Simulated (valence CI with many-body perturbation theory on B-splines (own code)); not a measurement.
# Ce IX: calculated level list

Computed by relativistic CI+MBPT: four valence electrons over a frozen Dirac-Fock core [Kr] 4d10, radial functions for each j: 8 s, 8 p, 9 d, 9 f, 6 g, 3 h, 2 i, with the one-electron correlation potential Σ1 (screened to all orders), the two-electron term Σ2, the three-electron term Σ3, Breit, model QED; selected single and double excitations, second order for the rest, scaled by the run's own slope (own B-spline code, finite nucleus).

No measured spectrum was set against this ion. As an estimate, levels hold to about 250 cm⁻¹ or 0.2 % of their energy and the worst to 1 %, as in measured heavy ions of charge 2 to 7; those with d or f electrons hold less well. Core correlation moves these levels by up to 44000 cm⁻¹, and in measured spectra 5 to 20 % of such shifts remained as error; rates that hang on mixing are uncertain with them.

Levels 46 to 65 of 65, with energies above the lowest level, 5s2 5p2 3P_0. "Leading %" is the weight of the configuration and term that name the level; weights of strongly mixed levels are sums over their largest components and can fall short. In the jj column 3d3/2^4 stands for four electrons in 3d with j = 3/2. Lifetimes count E1, E2, E3, M1 and M2 decay at the calculated energies, and are blank where another channel may lead or the interval is too uncertain; long ones can be off by a factor of two.

```
No.  Configuration  Term  J  E (cm⁻¹)  Leading %                   Leading jj  Lifetime
 46      4f 5s 5p2   3D°  3    226670         37  4f7/2 5s 5p1/2 5p3/2 (75 %)   4.43 ns
 47        4f2 5s2    1S  0    228010         95          4f7/2^2 5s^2 (61 %)   56.5 μs
 48      4f 5s 5p2   3G°  4    229490         69  4f5/2 5s 5p1/2 5p3/2 (56 %)   3.15 ns
 49      4f 5s 5p2   3D°  2    231290         42  4f7/2 5s 5p1/2 5p3/2 (56 %)   5.50 ns
 50      4f 5s 5p2   5D°  0    231700         88  4f5/2 5s 5p1/2 5p3/2 (62 %)   21.4 ns
 51      4f 5s 5p2   5G°  6    231760         85  4f7/2 5s 5p1/2 5p3/2 (69 %)   8.57 ns
 52      4f 5s 5p2   5D°  1    232720         59  4f5/2 5s 5p1/2 5p3/2 (62 %)   6.34 ns
 53      4f 5s 5p2   5F°  5    232850         44  4f7/2 5s 5p1/2 5p3/2 (48 %)   2.93 ns
 54      4f 5s 5p2   5F°  3    234930         55  4f5/2 5s 5p1/2 5p3/2 (61 %)   3.62 ns
 55      4f 5s 5p2   5F°  2    235070         48  4f5/2 5s 5p1/2 5p3/2 (53 %)   1.98 ns
 56      4f 5s 5p2   5F°  4    236560         49  4f7/2 5s 5p1/2 5p3/2 (53 %)   4.09 ns
 57         5s 5p3   3S°  1    239670         47      5s 5p1/2 5p3/2^2 (60 %)   44.1 ps
 58         5s 5p3   3P°  2    241500         29            5s 5p3/2^3 (50 %)    339 ps
 59      4f 5s 5p2   3D°  1    241580         61  4f7/2 5s 5p1/2 5p3/2 (48 %)    257 ps
 60      4f 5s 5p2   3G°  5    244260         67  4f7/2 5s 5p1/2 5p3/2 (46 %)   4.44 ns
 61      4f 5s 5p2   3F°  2    244480         55  4f7/2 5s 5p1/2 5p3/2 (58 %)    619 ps
 62      4f 5s 5p2   3F°  4    244930         60  4f7/2 5s 5p1/2 5p3/2 (47 %)   1.15 ns
 63      4f 5s 5p2   3F°  3    245070         40  4f7/2 5s 5p1/2 5p3/2 (51 %)    779 ps
 64      4f 5s 5p2   3G°  3    252330         38  4f5/2 5s 5p1/2 5p3/2 (52 %)    320 ps
 65      4f 5s 5p2   1G°  4    253880         44  4f7/2 5s 5p1/2 5p3/2 (53 %)    311 ps
```

Names give the largest LS component (configuration and term), which can be under half, so a name can repeat, a term be missing and a line seem to break the LS rules; names also repeat where a configuration has a term twice.

Where two levels of one J and parity lie close, their mixing, g and order are uncertain.
